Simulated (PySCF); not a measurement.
F3GeHO, SMILES [OH][Ge]([F])([F])[F]. Geometry: PBE-D3(BJ)/def2-SVP. The values are those of a single conformer.

### Question
Give the equilibrium geometry at PBE-D3(BJ)/def2-SVP (PySCF confirms it by a frequency run) as bond lengths and angles, and its point group. (An estimate is asked for; the answer gives what the named calculation found.)

### Answer
This is not unique; one that fits is point group Cs.
Atoms: O1 Ge2 F3 F4 F5 H6. Bonded distances (Å): O1–Ge2 1.755, O1–H6 0.977, Ge2–F3 1.731, Ge2–F4 1.722, Ge2–F5 1.731. Angles (°): Ge2–O1–H6 111.1, O1–Ge2–F3 112.7, O1–Ge2–F4 107.8, O1–Ge2–F5 112.7, F3–Ge2–F4 108.6, F3–Ge2–F5 106.2, F4–Ge2–F5 108.6.
Charge 0, spin multiplicity 1.
